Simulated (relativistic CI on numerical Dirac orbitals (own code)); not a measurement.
# Radial parameters of Pd XLIV

Method of calculation: Dirac-Coulomb-Breit CI, separate exchange-only KLI orbitals for each configuration, a model potential for QED, unscaled Slater integrals (own radial code, finite nucleus).

Slater integrals F^k, G^k are unscaled and averaged over j, outside the closed core 1s2; ζ comes from projecting the Hamiltonian with its Breit term on Σ l·s of the shell.

- 2p: ζ(2p) = 999210 cm⁻¹; <r>(2p) = 0.1103, <r^2>(2p) = 0.01467 (bohr units).
- 3p: ζ(3p) = 296550 cm⁻¹; <r>(3p) = 0.2776, <r^2>(3p) = 0.08907 (bohr units).
- 3d: ζ(3d) = 55017 cm⁻¹; <r>(3d) = 0.2365, <r^2>(3d) = 0.06403 (bohr units).

Averages of the first 10 configurations, taken without configuration mixing, which lowers the lowest level and can move excited configurations by several eV; other configurations of the list can lie among them:

```
Configuration  Parity  States  Average energy above the lowest level (eV)
           2s    even       2                                         0.0
           2p     odd       6                                       221.0
           3s    even       2                                      3898.9
           3p     odd       6                                      3962.6
           3d    even      10                                      4000.3
           4s    even       2                                      5244.7
           4p     odd       6                                      5271.2
           4d    even      10                                      5287.1
           4f     odd      14                                      5292.2
           5s    even       2                                      5861.9
```
